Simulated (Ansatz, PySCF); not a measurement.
Gas-phase reaction in SMILES: CCCCCO + H+ -> CCCCC[OH2+]
Geometries: B3LYP-D3(BJ)/def2-TZVP minima from Ansatz (an electronic-structure program), one conformer each, not searched for the lowest. Frequencies are from Ansatz or PySCF.

Property: proton affinity (enthalpy at 298 K, with B3LYP-D3(BJ) rigid-rotor harmonic-oscillator terms), positive where the reaction releases energy, in kcal/mol. Correlated levels leave the core frozen unless marked. Spin-orbit coupling is left out. No relativistic terms. CBS(X,Y): correlation extrapolated as X^-3; Hartree-Fock from the larger set. [CCSD(T)-MP2]/basis is that difference in the basis named.

```
level                                                     program  proton affinity (kcal/mol)
-------------------------------------------------  --------------  --------------------------
r2SCAN-D3(BJ)/def2-TZVPD                           Ansatz + dftd3                       189.7
HSE06/def2-TZVPD                                           Ansatz                       189.1
LC-wPBE-D3(BJ)/def2-TZVPD                          Ansatz + dftd3                       189.2
wB97X-V/def2-TZVPD                                         Ansatz                       189.0
B2GP-PLYP-D3(BJ)/def2-TZVPD                        Ansatz + dftd3                       188.2
B2PLYP/def2-TZVPD                                          Ansatz                       188.0
RPA@PBE/cc-pVQZ                                            Ansatz                       192.2
MP2/cc-pwCVTZ                                              Ansatz                       189.3
CCSD(T)/cc-pVDZ                                            Ansatz                       193.4
RI-MP2/CBS(cc-pVTZ,cc-pVQZ)+[CCSD(T)-MP2]/cc-pVTZ          Ansatz                       188.9
```
